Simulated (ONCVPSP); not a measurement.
## nitrogen: excitation energies, all-electron against ONCV

- Element: nitrogen (N)
- Generator: ONCVPSP 4.0.1
- Type: optimised norm-conserving Vanderbilt (ONCV)
- Functional: PBE
- Relativity: non-relativistic
- Frozen core: [He]
- Valence charge: 5
- Reference configuration: 2s2 2p3
- Partial waves: 2s: rc 0.95 bohr, ncon 3, nbas 7, qcut 8.7 1/bohr, 2 projectors, debl 2.4 Ha; 2p: rc 1.70 bohr, ncon 3, nbas 7, qcut 9.2 1/bohr, 1 projector; d scattering state at 0.02 Ha: rc 1.35 bohr, ncon 4, nbas 9, qcut 7.7 1/bohr, 1 projector
- Local potential: polynomial inside 0.95 bohr (lpopt 5, dvloc0 2 Ha)
- Core correction: polynomial model core, fcfact 0.3

Energies are relative to the spin-unpolarised reference configuration 2s2 2p3; without spin polarisation the order of configurations can differ from experiment.

| valence configuration | charge | ΔE all-electron (eV) | error AE − PS (meV) |
| --- | --- | --- | --- |
| 2s2 2p2 | +1 | 13.597 | +15 |
| 2s2 2p1 | +2 | 42.455 | +165 |
| 2s2 2p0 | +3 | 89.540 | +767 |

Task: What are ΔE and the potential's error for 2s1 2p3?

Result: ΔE = 25.344 eV all-electron; the error (AE − PS) is -26 meV.

Levels in the configuration 2s1 2p3:

| level | all-electron (eV) | pseudo (eV) |
| --- | --- | --- |
| 2s | -32.543 | -32.607 |
| 2p | -20.788 | -20.821 |
